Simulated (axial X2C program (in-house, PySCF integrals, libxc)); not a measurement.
# What spin–orbit coupling does to LiV⁻

All values were computed with an in-house relativistic program for diatomic molecules. Spin-free means the one-electron spin-free X2C Hamiltonian; two-component (2c) means X2C with spin–orbit coupling and atomic mean-field two-electron Coulomb and Gaunt terms, so the difference of the two also holds small scalar two-electron terms. Basis: V dyall-acv3z [11s11p7d4f2g], Li dyall-av3z [9s9p3d] (cores contracted in-house); Gaussian nuclei, density fitting, unrestricted open shells. Masses: V 50.944 u, Li 7.016 u.

Spin-free state: M_S = 5/2, Λ = 0 (beyond evenly filled blocks: σα, π+α, π-α, δ+α, δ-α); fragments V + Li- for PBE0, CCSD, PBE50; V- + Li for CCSD(T).

```json
{"level": "PBE0", "Re (Å)": "3.098", "ωe (cm⁻¹)": "188.6", "De (eV)": "n/a", "μ (D)": "-8.15"}
{"level": "CCSD", "Re (Å)": "3.124", "ωe (cm⁻¹)": "183.7", "De (eV)": "n/a", "μ (D)": "n/a"}
{"level": "CCSD(T)", "Re (Å)": "3.045", "ωe (cm⁻¹)": "191.8", "De (eV)": "0.889", "μ (D)": "n/a"}
{"level": "PBE50", "Re (Å)": "3.206", "ωe (cm⁻¹)": "175.8", "De (eV)": "n/a", "μ (D)": "-8.45"}
```

Correlated methods: 7 electrons correlated (number of frozen shells: V 3 s, 2 p; Li 1 s), 289 virtual spin orbitals or spinors in MP2, 90 natural virtuals in coupled cluster.

Dipoles are positive if Li is the positive end and refer to the centre of mass.

Two-component determinant lowest at the distance of the search:

Ω = 5/2 (⟨Sz⟩ = 2.50, ⟨Lz⟩ = 0.00 at HF); fragments V + Li- for PBE0, CCSD, PBE50; V- + Li for CCSD(T).

```json
{"level": "PBE0", "Re (Å)": "3.099", "ωe (cm⁻¹)": "188.5", "De (eV)": "n/a", "μ (D)": "-8.15"}
{"level": "CCSD", "Re (Å)": "3.124", "ωe (cm⁻¹)": "183.4", "De (eV)": "n/a", "μ (D)": "n/a"}
{"level": "CCSD(T)", "Re (Å)": "3.046", "ωe (cm⁻¹)": "191.7", "De (eV)": "0.889", "μ (D)": "n/a"}
{"level": "PBE50", "Re (Å)": "3.206", "ωe (cm⁻¹)": "175.7", "De (eV)": "n/a", "μ (D)": "-8.45"}
```

**Question.** From the two tables, how do the constants change at the CCSD(T) level (2c against spin-free)?

**Answer.** At the CCSD(T) level Re goes up by 0.001 Å and ωe is unchanged to within 0.2 cm⁻¹; De is not compared, since the atomic limits differ or miss part of their spin–orbit lowering.

Occupations by symmetry block were frozen at the best pattern of an incomplete PBE0 search. De is counted from the lowest determinant-based energies of the atoms at the same level, without counterpoise correction. De is not given where an atomic determinant may have missed its ground term or J level, or where the truncated virtual space spoils (T). Density functionals use the spin component along the axis (collinear). Coupled cluster ran in a truncated set of natural virtual spinors; the MP2 energy of the rest was added. (T) has no such correction and the atoms are truncated less, which lowers De at CCSD(T) by a hundredth of an eV or more. A 2c atom that is not at its ground J level misses part of its spin–orbit lowering, and De is too large by that part (0.04 eV or less for light atoms). This holds for CCSD(T). Other states lie close and PBE0, whose exact exchange favours high spin, may order them wrongly; the determinant shown need not be the ground state. The nearest other spin-free determinant of the search, M_S = 5/2, Λ = 1, lies 0.03 eV up at the distance of the search. Without a current term, density functionals place determinants with orbital angular momentum somewhat too high. With several unpaired electrons one determinant need not be a pure state. A state of lower Ω lies just above, and one determinant can place such states too high, so the state shown need not be the lowest. The search has Ω = 3/2 only 0.02 eV up. The outer-core s and p shells of the metal are frozen in the correlated rows, which leaves out core–valence correlation; for alkali and alkaline-earth bonds that tends to lengthen them. The highest occupied level of some functionals is positive through self-interaction error; at Hartree–Fock it is bound. This is the top spin component of a Σ state; components of lower Ω are not single determinants and can lie lower. The determinant is spin-polarised beyond a pure state at some levels (its spin-free form has ⟨S²⟩ too high), which makes Re and μ there less reliable. The T1 diagnostic is large, a sign of multireference character.
